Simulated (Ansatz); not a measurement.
Two isomers of C2H6AlFO: A = `[CH3][Al]([OH])[CH2]F`, B = `CO[CH2][AlH][F]`.

Gas-phase electronic energies from Ansatz, PBE0-D4/def2-TZVP geometries. CBS: MP2 limit from def2 TZ/QZ plus the TZ coupled-cluster correction, frozen cores. DFT in def2-TZVPP. B3LYP here is the variant with VWN-RPA as its local correlation; programs differ in this. Each species was taken in one conformer, which may not be the lowest.

Q: Which is lower in electronic energy at CCSD(T)/CBS, and by how much? (Estimate.)

A: The calculation gave: A, by 9.5 kcal/mol.

Q: Give E(B) − E(A) in kcal/mol with CCSD/def2-TZVPP, B2PLYP, B3LYP-D4, ωB97M-V, PBE-D4, MP2/def2-TZVPP, r2SCAN-D4. (Estimate.)

A: Computed: CCSD/def2-TZVPP 8.8, B2PLYP 9.4, B3LYP-D4 9.0, ωB97M-V 9.9, PBE-D4 9.2, MP2/def2-TZVPP 9.3, r2SCAN-D4 10.1. None reverses the order clearly.

Largest T1 diagnostic: 0.012.

In def2-TZVPP, CCSD(T) changes the Hartree–Fock value by +1.1 kcal/mol (the triples alone add −0.1 kcal/mol) and MP2 by +1.7 kcal/mol.
